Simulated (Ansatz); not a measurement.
# What each rung costs, and what it gives

Saddle point of Zn₂SiN₂H₈O₃, singlet (Zn₂SiN₂H₈O₃ ([NH2][SiH2]1[NH2][Zn]([O][Zn][OH])[OH]1) → Zn₂SiN₂H₈O₃ ([NH3][SiH2]1[NH2][Zn]([O][Zn][OH])[O]1); bonds formed: N2–H4; bonds broken: H4–O5; bonds weakened to dative contacts: Si1–N2), PBE0-D4/def2-TZVP structure:

```
16
angstrom
Si -1.4490 0.6965 -0.8082
N -1.0644 0.0278 -2.5768
N -1.3794 1.1235 1.0963
H -0.0895 -0.3483 -1.7079
O 0.0164 -0.1307 -0.5662
Zn 0.3419 0.1449 1.3619
O 1.6034 -0.3155 2.5432
Zn 2.9830 -1.3597 2.2841
O 4.3769 -2.4542 2.2083
H -2.7565 -0.0075 -0.6788
H -1.4608 2.1330 -1.2063
H -1.6676 -0.6854 -2.9634
H -0.8342 0.6922 -3.3033
H -2.1627 0.7603 1.6276
H -1.3400 2.1171 1.2936
H 4.8825 -2.3940 1.3959
```

Barriers are electronic and count from the start structure reached by relaxing down the imaginary mode.

Ansatz 0.2.0; basis: as named in each row; cores frozen in the correlated methods. The 3s and 3p shells of Cu and Zn are frozen; filled d shells are correlated. B3LYP uses VWN-RPA correlation. Extrapolation: Hartree–Fock as exp(−7.88 √X), correlation as X^−2.97.

Times are rough, for one single point on 5 threads of a shared host (AMD EPYC 7R13), with one NVIDIA H100 (or a share of it) where marked.

The estimate by CCSD(T) at an estimated basis limit (MP2 extrapolated from triple and quadruple zeta, plus CCSD(T) − MP2 in triple zeta) is 12.87 kcal/mol.

| method | basis | time (s) | barrier (kcal/mol) | method less estimate |
| --- | --- | --- | --- | --- |
| SPW92 | def2-SVP | 3 | 1.34 | -11.54 |
| PBE-D4 | def2-SVP | 4 | 5.10 | -7.77 |
| B3LYP-D4 | 6-31G | 4 | 9.98 | -2.89 |
| PBE0-D4 | def2-SVP | 6 | 7.75 | -5.12 |
| CCSD(T) | def2-SVP | 6 (H100) | 10.21 | -2.66 |
| B3LYP-D4 | def2-TZVPP | 7 (H100) | 12.68 | -0.19 |
| CAM-B3LYP-D4 | def2-TZVPP | 7 (H100) | 12.89 | 0.02 |
| wB97X-V | def2-TZVPP | 8 (H100) | 12.75 | -0.12 |
| PBE0-D4 | def2-TZVPP | 8 (H100) | 10.80 | -2.07 |
| r2SCAN0-D4 | def2-TZVPP | 8 (H100) | 11.80 | -1.08 |
| SPW92 | def2-TZVPP | 9 (H100) | 5.23 | -7.64 |
| BHLYP-D4 | def2-TZVPP | 9 (H100) | 15.37 | 2.50 |
| wB97M-V | def2-TZVPP | 10 (H100) | 13.13 | 0.26 |
| PBE-QIDH | def2-TZVPP | 10 (H100) | 11.63 | -1.24 |
| B97M-V | def2-TZVPP | 11 (H100) | 13.95 | 1.08 |
| B2PLYP | def2-TZVPP | 11 (H100) | 12.41 | -0.46 |
| HF | STO-3G | 12 | 36.34 | 23.47 |
| PBE-D4 | def2-TZVPP | 13 (H100) | 8.64 | -4.23 |
| r2SCAN-D4 | def2-TZVPP | 13 (H100) | 10.21 | -2.66 |
| RPA on PBE | def2-TZVPP | 13 (H100) | 11.92 | -0.96 |
| MP2 | def2-QZVPP | 14 (H100) | 11.60 | -1.27 |
| BLYP-D4 | def2-TZVPP | 14 (H100) | 11.24 | -1.63 |
| wB97M-V | def2-SVP | 16 | 9.82 | -3.05 |
| PBE-D4 | STO-3G | 35 | -1.65 | -14.52 |
| CCSD(T) | def2-TZVPP | 35 (H100) | 12.37 | -0.50 |

All methods are single points on the PBE0-D4 structures; a negative value means that the method puts the saddle structure below the start.

T1 diagnostic: at most 0.017.

The step is the kind of ligand exchange by which a precursor binds to a hydroxyl group, or is hydrolysed, in atomic layer deposition of oxides. Here a small cluster stands in for the surface site.

Labels in which every atom is bracketed show which atoms are joined, not bond orders.
